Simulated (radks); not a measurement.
The numbers below are computed, except where a source is named.
The bromine anion Br- inside a hard spherical wall (all orbitals vanish at R), configuration held at [Kr] and not refilled when levels cross. Level of theory: scalar-relativistic Kohn-Sham, LDA (Slater exchange, Perdew-Wang correlation), spin-polarised, spherical densities, finite nucleus; Fermi nuclear charge, rms radius 4.1629 fm (a radial shooting solver on a logarithmic mesh with Libxc functionals). Eigenvalues in eV for spin up, with the zero of energy where the potential of the charges vanishes at infinity; a dash marks a level that is unbound or too diffuse for the functional's potential to be trusted. A positive occupied level is held by the wall or, in an anion where self-interaction has pushed it up, behind a barrier. The pressure on the wall is -dE/dV.

| R (bohr) | E (hartree) | kinetic (hartree) | e(3p) | e(3d) | e(4s) | e(4p) | e(5s, empty) | e(5p, empty) | pressure (GPa) |
|---|---|---|---|---|---|---|---|---|---|
| 15 | -2603.23616 | 2658.566 | -164.24 | -58.039 | -11.798 | -0.020 | 3.089 | 3.623 | 0.000116 |
| 12 | -2603.23602 | 2658.567 | -164.22 | -58.017 | -11.778 | -0.002 | 3.727 | 4.684 | 0.00200 |
| 10 | -2603.23536 | 2658.572 | -164.15 | -57.944 | -11.713 | 0.058 | 4.479 | 5.957 | 0.0167 |
| 7 | -2603.22248 | 2658.648 | -163.44 | -57.234 | -11.110 | 0.626 | 7.569 | 10.822 | 0.669 |
| 6 | -2603.19659 | 2658.783 | -162.52 | -56.326 | -10.379 | 1.345 | 10.397 | 14.874 | 2.84 |
| 4 | -2602.77445 | 2660.643 | -155.25 | -49.114 | -4.929 | 7.311 | 30.316 | 39.722 | 93.5 |
| 3 | -2601.17933 | 2666.488 | -141.67 | -35.726 | 6.239 | 20.461 | 71.390 | 85.757 | 866 |
| 2.5 | -2598.41815 | 2675.416 | -127.59 | -21.916 | 20.696 | 37.493 | 122.56 | 140.49 | 3240 |
| 2 | -2590.59228 | 2698.873 | -102.18 | 3.205 | 55.150 | 76.939 | 234.07 | 255.91 | 15500 |
